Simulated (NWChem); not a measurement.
System: C2HF3Si; SMILES F[Si](F)(C#C)F

Input file for NWChem:

```
start job
memory heap 200 mb stack 900 mb global 1100 mb
geometry units angstroms noautosym nocenter noautoz
  C      0.000000     0.000000     2.693442
  C      0.000000     0.000000     1.478718
  Si     0.000000     0.000000    -0.319747
  F      1.345562    -0.639704    -0.893021
  F     -0.118781     1.485143    -0.893021
  F     -1.226781    -0.845439    -0.893021
  H      0.000000     0.000000     3.770235
end
basis spherical
  C library def2-svp
  Si library def2-svp
  F library def2-svp
  H library def2-svp
end
dft
  xc pbe0
  iterations 150
end
cosmo
  do_cosmo_smd true
  solvent propnol2
end
task dft energy
```

NWChem printed, in part:

```
             Northwest Computational Chemistry Package (NWChem) 7.3.0
             --------------------------------------------------------

                             Geometry "geometry" -> ""
                             -------------------------

 Output coordinates in angstroms (scale by  1.889725989 to convert to a.u.)

  No.       Tag          Charge          X              Y              Z
 ---- ---------------- ---------- -------------- -------------- --------------
    1 C                    6.0000     0.00000000     0.00000000     2.69344200
    2 C                    6.0000     0.00000000     0.00000000     1.47871800
    3 Si                  14.0000     0.00000000     0.00000000    -0.31974700
    4 F                    9.0000     1.34556200    -0.63970400    -0.89302100
    5 F                    9.0000    -0.11878100     1.48514300    -0.89302100
    6 F                    9.0000    -1.22678100    -0.84543900    -0.89302100
    7 H                    1.0000     0.00000000     0.00000000     3.77023500

 Effective nuclear repulsion energy (a.u.)     292.0288516982

                                 NWChem DFT Module
                                 -----------------

 Summary of "ao basis" -> "ao basis" (spherical)
 ------------------------------------------------------------------------------
       Tag                 Description            Shells   Functions and Types
 ---------------- ------------------------------  ------  ---------------------
 C                          def2-svp                 6       14   3s2p1d
 Si                         def2-svp                 8       18   4s3p1d
 F                          def2-svp                 6       14   3s2p1d
 H                          def2-svp                 3        5   2s1p

 in cosmo_initialize ...
 calling solv_data for solv:propnol2

 solvent parameters
 solvname_short: propnol2
 solvname_long:  2-propanol
 dielec:       19.2640
 dielecinf:     1.8978
 nonaqueous SMD model solvent descriptors
 dielec:       19.2640
 sola:          0.3300
 solb:          0.5600
 solc:          0.0000
 solg:         30.1300
 solh:          0.0000
 soln:          1.3776

          ---------------
          -cosmo- solvent
          ---------------
 Cosmo: York-Karplus, doi: 10.1021/jp992097l
 dielectric constant -eps-     =  19.26
 screen = (eps-1)/(eps    )    =   0.94809
 surface charge correction     = lagrangian

   van der Waals surface
 --------------------------

 ---------- ATOMIC COORDINATES (A.U.) ------------ VDWR(ANG.) --
     1    0.00000000    0.00000000    5.08986735     1.850
     2    0.00000000    0.00000000    2.79437183     1.850
     3    0.00000000    0.00000000   -0.60423422     2.470
     4    2.54274348   -1.20886527   -1.68756499     1.730
     5   -0.22446354    2.80651332   -1.68756499     1.730
     6   -2.31827994   -1.59764805   -1.68756499     1.730
     7    0.00000000    0.00000000    7.12471106     1.200
 number of segments per atom =        128
 number of   points per atom =        128
 atom (   nspa,  nppa )
 ----------------------
    1 (     76,     0 )       0
    2 (     44,     0 )       0
    3 (     64,     0 )       0
    4 (     66,     0 )       0
    5 (     66,     0 )       0
    6 (     67,     0 )       0
    7 (     48,     0 )       0
 number of -cosmo- surface points =      431
 molecular surface =    120.511 angstrom**2
 molecular volume  =    106.966 angstrom**3
 -lineq- algorithm             =   0
 -bem- low  level              =   3
 -bem- from -octahedral-
 gaussian surface charge width =   4.50000
 degree of switching           =   1.00000
 switching function tolerance  =   0.00010
 atomic radii =
 --------------
    1  6.000  1.850
    2  6.000  1.850
    3 14.000  2.470
    4  9.000  1.730
    5  9.000  1.730
    6  9.000  1.730
    7  1.000  1.200
 ...... end of -cosmo- initialization ......

 nat:                     7
 ixmem:                  2814
 calling mnsol_interface()
 G(SMD-CDS) energy (kcal/mol)  =     2.553
 SMD-CDS SASA (angstrom**2)    =   137.968

[...]

                                COSMO-SMD solvation results
                                ---------------------------

             internal energy in gas <Psi(g)|H|Psi(g)> =      -665.075744621571
         internal energy in solvent <Psi(s)|H|Psi(s)> =      -665.074807422933
                               delta internal energy  =         0.000937198638 (    0.59 kcal/mol)
   total free energy in solvent <Psi(s)|H+V/2|Psi(s)> =      -665.082715989107
 polarization energy contribution <Psi(s)|V/2|Psi(s)> =        -0.007908566174 (   -4.96 kcal/mol)
    total free energy in solvent including G(SMD-CDS) =      -665.078648013058
                       G(SMD-CDS) energy contribution =         0.004067976049 (    2.55 kcal/mol)
     1 M fixed-concentration free energy of solvation =        -0.002903391488 (   -1.82 kcal/mol)

                       DFT Final Molecular Orbital Analysis
                       ------------------------------------

 Vector   25  Occ=2.000000D+00  E=-4.464876D-01
              MO Center= -1.6D-03, -1.4D-03, -8.9D-01, r^2= 2.6D+00
   Bfn.  Coefficient  Atom+Function         Bfn.  Coefficient  Atom+Function
  ----- ------------  ---------------      ----- ------------  ---------------
    64      0.392329  5 F  px                51     -0.355442  4 F  py
    79      0.324774  6 F  py                67     -0.277576  5 F  px
    54      0.251489  4 F  py                82     -0.229751  6 F  py
    78     -0.223889  6 F  px                50     -0.169290  4 F  px
    81      0.158378  6 F  px                53      0.119756  4 F  px

 Vector   26  Occ=2.000000D+00  E=-3.351961D-01
              MO Center=  1.5D-03,  9.7D-03,  2.0D+00, r^2= 1.6D+00
   Bfn.  Coefficient  Atom+Function         Bfn.  Coefficient  Atom+Function
  ----- ------------  ---------------      ----- ------------  ---------------
    19      0.416914  2 C  py                 5      0.404230  1 C  py
    22      0.254836  2 C  py                 8      0.219742  1 C  py
    66      0.086512  5 F  pz                18     -0.083071  2 C  px
     4     -0.080543  1 C  px                69     -0.065498  5 F  pz
    52     -0.052063  4 F  pz                21     -0.050776  2 C  px

 Vector   27  Occ=2.000000D+00  E=-3.351935D-01
              MO Center= -1.5D-03, -9.7D-03,  2.0D+00, r^2= 1.6D+00
   Bfn.  Coefficient  Atom+Function         Bfn.  Coefficient  Atom+Function
  ----- ------------  ---------------      ----- ------------  ---------------
    18      0.416913  2 C  px                 4      0.404235  1 C  px
    21      0.254823  2 C  px                 7      0.219751  1 C  px
    19      0.083069  2 C  py                 5      0.080543  1 C  py
    80     -0.080032  6 F  pz                52      0.069844  4 F  pz
    83      0.060584  6 F  pz                55     -0.052879  4 F  pz

 Vector   28  Occ=0.000000D+00  E=-2.319966D-02
              MO Center=  2.9D-02, -1.1D-02,  1.6D+00, r^2= 3.0D+00
   Bfn.  Coefficient  Atom+Function         Bfn.  Coefficient  Atom+Function
  ----- ------------  ---------------      ----- ------------  ---------------
     8      0.511611  1 C  py                22     -0.427049  2 C  py
     5      0.369676  1 C  py                40     -0.275182  3 Si py
     7      0.264110  1 C  px                19     -0.257375  2 C  py
    21     -0.220443  2 C  px                 4      0.190845  1 C  px
    37     -0.168274  3 Si py                39     -0.142094  3 Si px

 Vector   29  Occ=0.000000D+00  E=-2.319794D-02
              MO Center= -2.9D-02,  1.2D-02,  1.6D+00, r^2= 3.0D+00
   Bfn.  Coefficient  Atom+Function         Bfn.  Coefficient  Atom+Function
  ----- ------------  ---------------      ----- ------------  ---------------
     7      0.511594  1 C  px                21     -0.427022  2 C  px
     4      0.369670  1 C  px                39     -0.275207  3 Si px
     8     -0.264141  1 C  py                18     -0.257380  2 C  px
    22      0.220490  2 C  py                 5     -0.190856  1 C  py
    36     -0.168284  3 Si px                40      0.142043  3 Si py

 Vector   30  Occ=0.000000D+00  E= 6.006563D-02
              MO Center=  4.0D-04,  5.5D-04, -6.5D-01, r^2= 3.8D+00
   Bfn.  Coefficient  Atom+Function         Bfn.  Coefficient  Atom+Function
  ----- ------------  ---------------      ----- ------------  ---------------
    32      1.685461  3 Si s                 17     -0.561097  2 C  s
    49     -0.404329  4 F  s                 63     -0.404492  5 F  s
    77     -0.404018  6 F  s                 23      0.328235  2 C  pz
    30      0.260700  3 Si s                 16     -0.214827  2 C  s
    90     -0.215692  7 H  s                 68      0.188513  5 F  py

     Multipole analysis of the density
     ---------------------------------

     L   x y z        total         alpha         beta         nuclear
     -   - - -        -----         -----         ----         -------
     0   0 0 0     -0.000000    -27.000000    -27.000000     54.000000

     1   1 0 0     -0.000275     -0.000138     -0.000138     -0.000000
     1   0 1 0     -0.000302     -0.000151     -0.000151      0.000000
     1   0 0 1      1.340359      0.466873      0.466873      0.406612

     2   2 0 0    -30.188014    -68.600583    -68.600583    107.013151
     2   1 1 0      0.000003     -0.000004     -0.000004      0.000011
     2   1 0 1     -0.000030     -0.000015     -0.000015      0.000000
     2   0 2 0    -30.187784    -68.600474    -68.600474    107.013164
     2   0 1 1     -0.000256     -0.000128     -0.000128      0.000000
     2   0 0 2    -19.642311   -177.349714   -177.349714    335.057116
```

Level: PBE0/def2-SVP, SMD on the gas-phase geometry. Coordinates come from a PBE0/def2-SVP optimisation. Solvent: 2-propanol.
